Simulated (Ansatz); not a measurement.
A nudged elastic band was laid between two geometries of AlH7O2Si (11 atoms, charge 0, multiplicity 1).

These are results of RKS PBE0-D4/def2-SVP in Ansatz, not measurements.

| Item | Value |
| --- | --- |
| movable images | 5 |
| climbing image | yes |
| spring | 20.0 eV/Å² |
| optimiser | quadratic models (default) |
| start path | through a guess of the saddle point |
| force threshold | 0.05 eV/Å |
| iteration limit | 60 |
| end points | relaxed |

Image 0:

```xyz
11
Properties=species:S:1:pos:R:3
Al -0.059 0.184 0.267
O -0.679 0.085 1.905
Si -1.496 -0.690 3.103
H -2.495 -1.661 2.556
H -0.557 -1.442 3.995
H -2.225 0.309 3.947
H 1.443 -0.314 0.053
H -1.137 0.120 -0.898
O 0.272 2.128 0.642
H 1.198 2.407 0.640
H -0.023 2.110 1.571
```

Image 6:

```xyz
11
Properties=species:S:1:pos:R:3
Al -0.053 0.475 0.143
O -0.193 0.073 2.082
Si -1.451 -0.578 3.034
H -1.742 -1.903 2.435
H -0.944 -0.704 4.427
H -2.636 0.320 2.993
H 1.100 -0.414 -0.506
H -1.572 0.334 -0.327
O 0.435 2.045 0.796
H 1.148 2.595 0.468
H 0.149 0.993 2.237
```

Question: What changes between the two ends?

Answer: Bonds broken: O9–H11. Bonds formed: O2–H11.

Question: What energy profile does the band end with?

Answer: The run converged. The highest image is number 3 of 0 to 6, 39.3 kJ/mol above the first end and 8.6 kJ/mol above the last; the last end lies 30.6 kJ/mol above the first. Another band between the same ends (5 images) ends at a top of the same energy, where a vibrational analysis finds 1 clearly imaginary mode. The orbitals stay closed-shell, which can raise the energy where a bond breaks towards radicals; this wasn't checked here.

```tsv
image	path coordinate (Å)	energy (kJ/mol)	O9–H11 (Å)	O2–H11 (Å)
0	0.00	0.0	0.98	2.15
1	0.71	0.1	0.98	2.14
2	1.42	2.0	0.98	1.90
3	2.13	39.3	1.30	1.15
4	2.57	32.2	1.68	1.01
5	3.02	31.0	1.78	1.00
6	3.46	30.6	1.81	0.99
```

Question: What is the geometry of the highest image?

Answer: 
```xyz
11
Properties=species:S:1:pos:R:3
Al -0.051 0.405 0.072
O -0.469 0.155 1.918
Si -1.451 -0.580 3.065
H -1.922 -1.873 2.496
H -0.659 -0.822 4.305
H -2.613 0.300 3.384
H 1.250 -0.405 -0.353
H -1.384 0.431 -0.787
O 0.352 2.011 0.901
H 1.233 2.395 0.925
H -0.045 1.219 1.856
```

Time of the run: 6.5 min on 2 threads of Intel(R) Xeon(R) Platinum 8259CL CPU @ 2.50GHz (Skylake/Cascade Lake), on a shared host, peak memory 0.23 GiB.
